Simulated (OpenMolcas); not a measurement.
Ru4+: moving the ligands

Ru4+ with 6 ligands (fluoride) in octahedral coordination (Oh) at 1.93 Å. A charge of +0.333 e stands 2.6 Å behind each ligand. Ligand basis ANO-RCC-VDZP.
```
Ru    0.0000    0.0000    0.0000
F     1.9300    0.0000    0.0000
F     0.0000    1.9300    0.0000
F    -1.9300    0.0000    0.0000
F     0.0000   -1.9300    0.0000
F     0.0000    0.0000    1.9300
F     0.0000    0.0000   -1.9300
```

| Item | Value |
| --- | --- |
| Program | OpenMolcas |
| Method | CASSCF |
| Basis | ANO-RCC-VDZP [6s5p3d1f] |
| Scalar Hamiltonian | DKH2, point nucleus |
| Active space | 4 electrons in 5 orbitals (4d) |
| State averaging | 2S+1 = 5 even, 5 roots; 2S+1 = 3 even, 45 roots; 2S+1 = 1 even, 50 roots |
| Spin-orbit coupling | RASSI with atomic mean-field integrals over the reference wave functions |

Runs around this geometry, states (labels of O, the rotations of Oh). Energies in cm-1 above the lowest state or level, χT in cm3 K/mol; under a threefold ground state the first gap can be a small split of the lowest multiplet, not the spin-orbit step; 10Dq and B are least-squares fits to the states below 45000 cm-1, weighted by degeneracy, with a free offset, and given where the rms deviation is under 5 % of |10Dq| (or 100 cm-1) and under 700 cm-1.

```csv
R (Å),Ground state,First state of that spin,10Dq,B (rms of fit),First gap with spin-orbit (degeneracies),χT at 300 K,First state of another spin
1.88,3T1,3E 28284,31437,709 (296),"771.4 (1, 3)",1.034,1T2 9375
1.93,3T1,3E 24830,28074,792 (396),"792.3 (1, 3)",1.017,5E 8971
1.99,3T1,3E 21285,24684,763 (469),"820.2 (1, 3)",1.000,5E 5328
```

Taking |10Dq| as R^-n, n = -ln(24684 / 31437) / ln(1.99 / 1.88) = 4.3 between the shortest and longest distance. The point-charge formula for a cubic d site gives n = 5.

An orbital triplet at a regular site is open to Jahn-Teller coupling, which can distort the site and quench the lowest spin-orbit gaps and is left out. Without dynamic correlation the repulsion within the d shell is too large (B by tens of per cent), so at a given field states of lower spin stand too high. This shell can be high or low spin here, a state of another spin lies low, and with metal d orbitals alone active their balance is uncertain, so the ground spin may be wrong, although the usual error favours high spin. With metal d orbitals alone the field can be off either way by tens of per cent. Ligand-to-metal charge-transfer states are missing. With no ligand orbital active B as a rule stays too high, so bands that hang on it stand too high and its fall with covalency is understated. The least metal-like active orbital is 74 % on the metal (Löwdin) and no ligand orbital is active, so the numbers are rough (holds for R = 1.88). The least metal-like active orbital is 75 % on the metal (Löwdin) and no ligand orbital is active, so the numbers are rough (holds for R = 1.93; R = 1.99). No measured value stands beside these numbers; the geometry is a model, was not optimised and need not be the one that this ion takes.
